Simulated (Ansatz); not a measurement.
Ansatz (a program for electronic structure) input (HSE06/def2-TZVPD):

Ansatz 0.2 input:
```yaml
crystal:
  periodic: [false, false, false]
  atoms:
    - {symbol: Si, position_ang: [-0.01956336, 0.09539492, -0.82632276]}
    - {symbol: C, position_ang: [1.69561231, -0.26807529, -1.46723918]}
    - {symbol: C, position_ang: [-1.27295667, -1.11573444, -1.49481579]}
    - {symbol: C, position_ang: [-0.52045956, 1.86072144, -1.16901404]}
    - {symbol: Br, position_ang: [0.03369424, -0.16429991, 1.42318643]}
    - {symbol: H, position_ang: [2.42794854, 0.41568342, -1.03550888]}
    - {symbol: H, position_ang: [1.99738532, -1.28738280, -1.22192587]}
    - {symbol: H, position_ang: [1.72328755, -0.15604887, -2.55460980]}
    - {symbol: H, position_ang: [-0.99521053, -2.14190270, -1.24972568]}
    - {symbol: H, position_ang: [-1.33692644, -1.02987677, -2.58303775]}
    - {symbol: H, position_ang: [-2.26320082, -0.92384943, -1.07908745]}
    - {symbol: H, position_ang: [-0.56119841, 2.03846761, -2.24717793]}
    - {symbol: H, position_ang: [0.19394032, 2.56171011, -0.73486999]}
    - {symbol: H, position_ang: [-1.50461318, 2.07669716, -0.75064875]}
basis:
  gaussian:
    orbitals: def2-TZVPD
hamiltonian:
  xc: {name: HSE06}
output: {forces: true}
```

Output:

```
Functional definition: HSE06
integrals: 0.42 GiB planned
1749 factors; their error is unknown
integrals: 0.45 GiB planned
221 factors; integrals over basis functions are off by at most 9.6e-6 eV
mean field: 2.99 GiB planned
mean field evaluation 1: about -81154.9734 eV, gradient 8.2e1 eV
mean field evaluation 2: about -81146.9601 eV, gradient 9.2e1 eV
mean field evaluation 4: about -81169.9341 eV, gradient 5.6e0 eV
mean field evaluation 8: about -81170.0050 eV, gradient 5.7e-2 eV
mean field evaluation 16: about -81170.3005 eV, gradient 1.0e-4 eV
mean field -81170.30049810 eV, -2982.9535240994 hartree, gradient 3.7e-5 eV, S^2 0.000000; 0 other end points of the search recorded, 0 dependent functions left out
the calculation of the forces begins
reference -81170.30056416 eV, -2982.9535265269 hartree; 38, 38 occupied and 254, 254 virtual orbitals, 1749 factors
Total energy: -81170.30056416 eV, -2982.9535265269 hartree
Atom 0 at    -0.019563     0.095395    -0.826323 Å, force     0.001889    -0.009178     0.078738 eV/Å
Atom 1 at     1.695612    -0.268075    -1.467239 Å, force    -0.070809     0.013977     0.036123 eV/Å
Atom 2 at    -1.272957    -1.115734    -1.494816 Å, force     0.052122     0.049079     0.037265 eV/Å
Atom 3 at    -0.520460     1.860721    -1.169014 Å, force     0.021030    -0.074422     0.023797 eV/Å
Atom 4 at     0.033694    -0.164300     1.423186 Å, force    -0.003754     0.018313    -0.158817 eV/Å
Atom 5 at     2.427949     0.415683    -1.035509 Å, force     0.025092     0.029033     0.018765 eV/Å
Atom 6 at     1.997385    -1.287383    -1.221926 Å, force     0.007505    -0.040535     0.011126 eV/Å
Atom 7 at     1.723288    -0.156049    -2.554610 Å, force    -0.003457     0.004924    -0.037120 eV/Å
Atom 8 at    -0.995211    -2.141903    -1.249726 Å, force     0.014838    -0.038441     0.011195 eV/Å
Atom 9 at    -1.336926    -1.029877    -2.583038 Å, force     0.000973     0.006189    -0.037079 eV/Å
Atom 10 at    -2.263201    -0.923849    -1.079087 Å, force    -0.036956     0.011315     0.018188 eV/Å
Atom 11 at    -0.561198     2.038468    -2.247178 Å, force    -0.000150     0.001747    -0.037568 eV/Å
Atom 12 at     0.193940     2.561710    -0.734870 Å, force     0.030503     0.023898     0.018016 eV/Å
Atom 13 at    -1.504613     2.076697    -0.750649 Å, force    -0.038827     0.004101     0.017372 eV/Å
Dipole moment:    -0.012314     0.060044    -0.520084 e Å
```
